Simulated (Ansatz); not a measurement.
Question: Name a neutral molecule of C, Ge, S and H with HOMO energy (B3LYP/def2-TZVPP) between -7.05 and -6.75 eV and HOMO–LUMO gap (PBE0/def2-TZVPP) between 4.65 and 4.95 eV (Ansatz, PBE0-D4/def2-TZVP geometry).

Answer: `C[S][Ge][SH]` (-6.85 eV, 4.93 eV). Other molecules can fit too; these were computed, each in one conformer that needn't be the lowest.

B3LYP here is the variant with VWN-RPA as its local correlation; programs differ in this.
